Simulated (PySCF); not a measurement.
Isomers of C5H2F3NS, one conformer each; single-point electronic energies without zero-point terms and without any empirical dispersion term.

Computed with PySCF at CAM-B3LYP/def2-SVPD, non-relativistic, each on one gas-phase PBE0-D3(BJ)/def2-SVP geometry that isn't relaxed in the solvent. The solvent is an IEF-PCM continuum (Bondi radii, 1.10 Å for H, scaled by 1.2). Only the electrostatic response of the medium enters.

```json
{"isomer": "`FC(F)=C(F)c1cscn1`", "relative energy, gas (kcal/mol)": "0.0", "dipole (D)": "2.62"}
{"isomer": "`FC(F)=C(F)c1cnsc1`", "relative energy, gas (kcal/mol)": "4.9", "dipole (D)": "1.09"}
```

Task: How do the relative energies look in chloroform (ε = 4.711)?

Result: 
```
             isomer  relative energy, solvent (kcal/mol)  E(solvent) − E(gas) (kcal/mol)  dipole in solvent (D)
`FC(F)=C(F)c1cscn1`                                  0.0                            -3.3                   3.33
`FC(F)=C(F)c1cnsc1`                                  5.2                            -3.0                   1.45
```

The order is unchanged. Conformers: `[F:1][C:2]([F:3])=[C:4]([F:5])[c:6]1[cH:7][s:8][cH:9][n:10]1` with C2–C4–C6–C7 -177°; `[F:1][C:2]([F:3])=[C:4]([F:5])[c:6]1[cH:7][n:8][s:9][cH:10]1` with C2–C4–C6–C7 1°. `FC(F)=C(F)c1cscn1` gains most from the continuum, and it has the largest gas-phase dipole. The gains span 0.3 kcal/mol, the gas-phase energies 4.9 kcal/mol.
